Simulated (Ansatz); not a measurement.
`O[SiH](F)[SiH2]I` → `O[SiH2]I` + `F[SiH]` at 298.15 K and 1 bar (silylene formation by 1,1-elimination).

Computed with Ansatz on PBE0-D4/def2-TZVP structures; ΔE is electronic, products minus reactants. CBS: MP2 limit from def2 TZ/QZ plus the TZ coupled-cluster correction, frozen cores. This one scheme is used for every species. Elements past krypton have def2 core potentials. For I outer-core shells are correlated without core-valence functions, which leaves a few kJ/mol of doubt a bond. Each species was taken in one conformer, which may not be the lowest.

```
           species  CCSD(T)/CBS energy (Eh)  H − E (kJ/mol)  S (J/(mol·K))
`O[SiH](F)[SiH2]I`              -1053.12682           140.6          387.5
        `O[SiH2]I`               -663.58059            99.3          309.7
          `F[SiH]`               -389.46371            32.3          239.1
```

H − E and S are ideal-gas, rigid-rotor, harmonic terms from PBE0-D4/def2-TZVP, for one conformer and one mirror image of each species. 1 Eh = 2625.50 kJ/mol, R = 8.31446 J/(mol·K).

Task: By hand: ΔE, ΔH, ΔS and ΔG.

Result: ΔE = (-663.58059) + (-389.46371) − (-1053.12682) = 0.08252 Eh = 216.7 kJ/mol. Δ(H − E) = 99.3 + 32.3 − 140.6 = -9.0, so ΔH = 207.7 kJ/mol. ΔS = 309.7 + 239.1 − 387.5 = 161.3 J/(mol·K). ΔG = 207.7 − 298.15 × (161.3)/1000 = 159.6 kJ/mol.

Task: By hand: the equilibrium constant, and the temperature at which ΔG would vanish if ΔH and ΔS stayed fixed.

Result: log₁₀ K = −ΔG/(RT ln 10) = -28.0. ΔG = 0 at ΔH/ΔS = 1288 K.

The number of gas molecules changes by +1, which sets the sign of ΔS. A doubt of 5 kJ/mol in ΔE shifts log₁₀ K by 0.9 here. Other conformers and mirror images would add mixing entropy, several J/(mol·K) or more a flexible species. Modes under 60 cm⁻¹, often nearly free rotors, make the harmonic entropy too high. These are equilibria of isolated gas molecules and say nothing of rates. Largest T1 diagnostic: 0.015 (customary marks: 0.02 for closed shells, 0.045 for open ones).
